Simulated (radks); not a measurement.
Br3+, 32 electrons, occupied as [Ar] 3d9.75 4s2 4p2 5p0.25 (fractional occupations, a model configuration). Method: Dirac Kohn-Sham, PBEsol, spin-unpolarised, spherical densities, finite nucleus; open shells fill j = l - 1/2 first; Fermi nuclear charge, rms radius 4.1629 fm; computed with a radial shooting solver on a logarithmic mesh with Libxc functionals.

Unscreened Slater integrals over Kohn-Sham orbitals (hartree). Large and small components are both included. Empty in this configuration: 4p3/2.

| integral | value |
|---|---|
| F0(5p1/2,5p1/2) | 0.22409 |
| F0(5p1/2,4p1/2) | 0.28070 |
| G0(5p1/2,4p1/2) | 0.018713 |
| F0(5p1/2,4s1/2) | 0.28539 |
| G1(5p1/2,4s1/2) | 0.028625 |
| F0(5p1/2,3d5/2) | 0.30958 |
| G3(5p1/2,3d5/2) | 0.0098577 |
| F0(5p1/2,4p3/2) | 0.28006 |
| G2(5p1/2,4p3/2) | 0.024955 |
| F0(4p1/2,4p1/2) | 0.52501 |
| F0(4p1/2,4s1/2) | 0.55395 |
| G1(4p1/2,4s1/2) | 0.37615 |
| F0(4p1/2,3d5/2) | 0.67587 |
| G3(4p1/2,3d5/2) | 0.049202 |
| F0(4p1/2,4p3/2) | 0.52109 |
| G2(4p1/2,4p3/2) | 0.27675 |
| F0(4s1/2,4s1/2) | 0.58930 |
| F0(4s1/2,3d5/2) | 0.74665 |
| G2(4s1/2,3d5/2) | 0.067810 |
| F0(4s1/2,4p3/2) | 0.54918 |
| G1(4s1/2,4p3/2) | 0.37007 |
| F0(3d5/2,3d5/2) | 1.5695 |
| F2(3d5/2,3d5/2) | 0.75226 |
| F4(3d5/2,3d5/2) | 0.47341 |
| F0(3d5/2,4p3/2) | 0.66688 |
| F2(3d5/2,4p3/2) | 0.14881 |
| G1(3d5/2,4p3/2) | 0.051140 |
| G3(3d5/2,4p3/2) | 0.047534 |
| F0(4p3/2,4p3/2) | 0.51729 |
| F2(4p3/2,4p3/2) | 0.27501 |
